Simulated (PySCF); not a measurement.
## Basis-set dependence of population analyses: `[BH3-][O+](C)C(F)F`

Compound: C₂H₇BF₂O.
Bonds: B1–O2, O2–C3, O2–C4, C4–F5, C4–F6. Hydrogens: H7, H8, H9 on B1; H10, H11, H12 on C3; H13 on C4.

PBE0 throughout (PySCF), one geometry, spherical d and f functions. Geometry: PBE0-D3(BJ)/def2-SVP, one conformer, isolated molecule. Atoms taken as equivalent share a column and are averaged. The first 7 of 8 kinds of atom are listed.

Mulliken charges (e):

| basis | functions | B1 | O2 | C3 | C4 | F5/F6 | H7/H8/H9 | H10/H11/H12 |
| --- | --- | --- | --- | --- | --- | --- | --- | --- |
| STO-3G | 37 | -0.027 | -0.150 | -0.121 | +0.291 | -0.075 | -0.095 | +0.119 |
| 6-31G | 68 | +0.022 | -0.544 | -0.258 | +0.642 | -0.262 | -0.063 | +0.221 |
| pcSseg-0 | 68 | -0.160 | -0.693 | -0.354 | +0.823 | -0.321 | -0.013 | +0.275 |
| 6-31G* | 98 | -0.072 | -0.459 | -0.304 | +0.719 | -0.278 | -0.048 | +0.219 |
| cc-pVDZ | 119 | -0.108 | -0.271 | +0.057 | +0.500 | -0.151 | -0.060 | +0.086 |
| def2-SVP | 119 | -0.084 | -0.360 | +0.108 | +0.578 | -0.176 | -0.061 | +0.086 |
| aug-cc-pVDZ | 201 | -2.319 | -0.616 | +0.815 | +1.461 | -0.385 | +0.729 | -0.144 |
| 6-311+G(2d,p) | 204 | -0.190 | -0.189 | -0.329 | +0.613 | -0.274 | -0.023 | +0.186 |
| def2-TZVP | 228 | -0.290 | -0.051 | -0.250 | +0.383 | -0.149 | -0.021 | +0.161 |
| cc-pVTZ | 278 | -0.322 | -0.087 | -0.128 | +0.404 | -0.137 | -0.004 | +0.124 |
| IGLO-III | 280 | +0.048 | -0.132 | -0.263 | +0.397 | -0.181 | -0.090 | +0.161 |
| pcSseg-2 | 314 | +0.039 | -0.339 | +0.109 | +0.678 | -0.221 | -0.087 | +0.070 |

IAO charges (e):

```json
{"basis": "STO-3G", "functions": "37", "B1": "-0.223", "O2": "-0.116", "C3": "-0.241", "C4": "+0.328", "F5/F6": "-0.107", "H7/H8/H9": "-0.040", "H10/H11/H12": "+0.157"}
{"basis": "6-31G", "functions": "68", "B1": "-0.291", "O2": "-0.184", "C3": "-0.249", "C4": "+0.545", "F5/F6": "-0.242", "H7/H8/H9": "-0.012", "H10/H11/H12": "+0.180"}
{"basis": "pcSseg-0", "functions": "68", "B1": "-0.298", "O2": "-0.197", "C3": "-0.225", "C4": "+0.561", "F5/F6": "-0.240", "H7/H8/H9": "-0.013", "H10/H11/H12": "+0.175"}
{"basis": "6-31G*", "functions": "98", "B1": "-0.269", "O2": "-0.200", "C3": "-0.214", "C4": "+0.621", "F5/F6": "-0.259", "H7/H8/H9": "-0.021", "H10/H11/H12": "+0.168"}
{"basis": "cc-pVDZ", "functions": "119", "B1": "-0.294", "O2": "-0.193", "C3": "-0.212", "C4": "+0.615", "F5/F6": "-0.259", "H7/H8/H9": "-0.014", "H10/H11/H12": "+0.167"}
{"basis": "def2-SVP", "functions": "119", "B1": "-0.282", "O2": "-0.191", "C3": "-0.203", "C4": "+0.618", "F5/F6": "-0.260", "H7/H8/H9": "-0.019", "H10/H11/H12": "+0.165"}
{"basis": "aug-cc-pVDZ", "functions": "201", "B1": "-0.296", "O2": "-0.194", "C3": "-0.220", "C4": "+0.621", "F5/F6": "-0.268", "H7/H8/H9": "-0.013", "H10/H11/H12": "+0.171"}
{"basis": "6-311+G(2d,p)", "functions": "204", "B1": "-0.294", "O2": "-0.197", "C3": "-0.222", "C4": "+0.621", "F5/F6": "-0.268", "H7/H8/H9": "-0.013", "H10/H11/H12": "+0.172"}
{"basis": "def2-TZVP", "functions": "228", "B1": "-0.292", "O2": "-0.199", "C3": "-0.219", "C4": "+0.630", "F5/F6": "-0.270", "H7/H8/H9": "-0.014", "H10/H11/H12": "+0.171"}
{"basis": "cc-pVTZ", "functions": "278", "B1": "-0.293", "O2": "-0.198", "C3": "-0.221", "C4": "+0.629", "F5/F6": "-0.268", "H7/H8/H9": "-0.014", "H10/H11/H12": "+0.172"}
{"basis": "IGLO-III", "functions": "280", "B1": "-0.293", "O2": "-0.198", "C3": "-0.222", "C4": "+0.625", "F5/F6": "-0.269", "H7/H8/H9": "-0.013", "H10/H11/H12": "+0.172"}
{"basis": "pcSseg-2", "functions": "314", "B1": "-0.290", "O2": "-0.199", "C3": "-0.220", "C4": "+0.629", "F5/F6": "-0.270", "H7/H8/H9": "-0.014", "H10/H11/H12": "+0.172"}
```

Hirshfeld charges (e):

```csv
basis,functions,B1,O2,C3,C4,F5/F6,H7/H8/H9,H10/H11/H12
STO-3G,37,-0.029,-0.004,+0.066,+0.258,-0.043,-0.113,+0.040
6-31G,68,-0.059,-0.004,+0.009,+0.238,-0.075,-0.096,+0.065
pcSseg-0,68,-0.068,+0.028,+0.007,+0.237,-0.068,-0.104,+0.063
6-31G*,98,-0.058,+0.003,+0.008,+0.228,-0.066,-0.097,+0.062
cc-pVDZ,119,-0.064,+0.018,-0.004,+0.224,-0.059,-0.099,+0.062
def2-SVP,119,-0.068,+0.019,-0.005,+0.232,-0.064,-0.099,+0.064
aug-cc-pVDZ,201,-0.049,-0.020,-0.013,+0.229,-0.066,-0.092,+0.066
"6-311+G(2d,p)",204,-0.043,-0.023,-0.005,+0.231,-0.069,-0.094,+0.066
def2-TZVP,228,-0.051,-0.013,-0.009,+0.229,-0.066,-0.094,+0.066
cc-pVTZ,278,-0.054,-0.005,-0.010,+0.228,-0.063,-0.096,+0.065
IGLO-III,280,-0.050,-0.018,-0.013,+0.229,-0.066,-0.093,+0.067
pcSseg-2,314,-0.051,-0.015,-0.014,+0.228,-0.065,-0.093,+0.067
```

ESP-fitted charges (e):

```
        basis  functions      B1      O2      C3      C4   F5/F6  H7/H8/H9  H10/H11/H12
       STO-3G         37  -0.257  +0.083  -0.477  +0.311  -0.078    -0.046       +0.194
        6-31G         68  -0.095  -0.143  -0.360  +0.538  -0.204    -0.067       +0.192
     pcSseg-0         68  -0.069  -0.158  -0.416  +0.644  -0.231    -0.082       +0.209
       6-31G*         98  -0.108  -0.013  -0.368  +0.227  -0.103    -0.069       +0.182
      cc-pVDZ        119  -0.113  -0.046  -0.319  +0.333  -0.136    -0.065       +0.168
     def2-SVP        119  -0.135  -0.051  -0.315  +0.368  -0.148    -0.060       +0.169
  aug-cc-pVDZ        201  -0.040  -0.012  -0.404  +0.277  -0.133    -0.082       +0.188
6-311+G(2d,p)        204  -0.072  -0.012  -0.421  +0.255  -0.129    -0.072       +0.195
    def2-TZVP        228  -0.072  -0.006  -0.406  +0.273  -0.130    -0.074       +0.189
      cc-pVTZ        278  -0.064  -0.011  -0.391  +0.257  -0.123    -0.077       +0.185
     IGLO-III        280  -0.068   0.000  -0.403  +0.243  -0.125    -0.075       +0.188
     pcSseg-2        314  -0.075  -0.016  -0.413  +0.319  -0.145    -0.073       +0.191
```

Some averages cover members that differ in this geometry, most widely: H10/H11/H12, Mulliken in aug-cc-pVDZ -0.214 to -0.023; H10/H11/H12, ESP-fitted in 6-31G +0.166 to +0.221; H10/H11/H12, Mulliken in 6-31G +0.193 to +0.246; H7/H8/H9, Mulliken in aug-cc-pVDZ +0.701 to +0.754 e.

Task: Which scheme is steadiest as the basis changes?

Result: Largest range over the bases for any column: Hirshfeld 0.08 e, IAO 0.30 e, ESP-fitted 0.42 e, Mulliken 2.37 e. Hirshfeld charges move least and Mulliken charges most, counted in e. Without the minimal STO-3G basis the ranges are Hirshfeld 0.05, IAO 0.09, ESP-fitted 0.42, Mulliken 2.37 e.

Task: How much do the charges still move between the two largest bases, IGLO-III and pcSseg-2?

Result: At most, over all atoms: Mulliken 0.372 e, IAO 0.004 e, Hirshfeld 0.003 e, ESP-fitted 0.076 e.

Task: What do the same runs give for the total energy, the frontier levels and the dipole moment?

Result: 
```
        basis  energy (Eh)  HOMO (eV)  LUMO (eV)  μ (D)
       STO-3G    -374.6111      -6.02       5.59   5.27
        6-31G    -379.6187      -7.98       1.51   5.69
     pcSseg-0    -378.8573      -8.15       1.18   6.08
       6-31G*    -379.7268      -7.94       1.80   5.25
      cc-pVDZ    -379.7536      -8.01       1.24   5.27
     def2-SVP    -379.4502      -8.05       1.18   5.40
  aug-cc-pVDZ    -379.7818      -8.17      -0.41   5.14
6-311+G(2d,p)    -379.8558      -8.20      -0.14   5.19
    def2-TZVP    -379.8955      -8.18       0.78   5.17
      cc-pVTZ    -379.8793      -8.17       0.73   5.17
     IGLO-III    -379.9018      -8.20       0.33   5.16
     pcSseg-2    -379.8945      -8.20       0.16   5.21
```

The dipole is fixed by the density alone, so its range of 0.94 D shows that the density itself changes with the basis, not only its division among atoms.
